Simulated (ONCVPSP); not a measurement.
**u(r) = r·R(r): atom against pseudo-atom (caesium)**

Columns: radius, all-electron u(r) and pseudo u(r) of the 5p shell (level -13.52 eV) of caesium in the configuration [Kr] 4d10 5s2 5p6 6s1; PBE, scalar-relativistic, ONCV scheme, ONCVPSP 4.0.1.

```tsv
r (bohr)	all-electron	pseudo
0.155	0.1619	0.0080
0.310	0.0937	0.0364
0.465	-0.3017	0.0908
0.620	-0.3822	0.1662
0.775	-0.2003	0.2517
0.930	0.0729	0.3443
1.085	0.3321	0.4493
1.240	0.5348	0.5652
1.395	0.6737	0.6739
1.550	0.7552	0.7522
1.705	0.7903	0.7894
1.860	0.7903	0.7902
2.015	0.7657	0.7656
2.170	0.7248	0.7247
2.325	0.6742	0.6742
2.480	0.6188	0.6187
2.635	0.5620	0.5619
2.790	0.5062	0.5061
2.945	0.4529	0.4529
3.100	0.4031	0.4031
3.255	0.3572	0.3572
3.410	0.3155	0.3155
3.565	0.2778	0.2778
3.720	0.2440	0.2440
3.875	0.2139	0.2139
4.030	0.1872	0.1872
```

Problem. How many radial nodes do the two functions have?

Solution. The all-electron 5p function has n − l − 1 = 3 (the table is too coarse to show those close to the nucleus); the pseudo-wave has 0, since the states of the same l below it are removed with the core.

Problem. At about which radius was the pseudo-wave matched?

Solution. 2.10 bohr. The columns agree to 0.0005 from 1.86 bohr on; several derivatives are matched, so the curves merge somewhat inside the radius.

Problem. Where does each function peak?

Solution. Outermost all-electron maximum near 1.71 bohr, pseudo maximum near 1.86 bohr (to the table’s step).

Problem. Is the pseudo-wave norm-conserving?

Solution. Yes: the ONCV scheme keeps the norm inside the radius equal to the all-electron one, which fixes the energy derivative of the logarithmic derivative at the level.
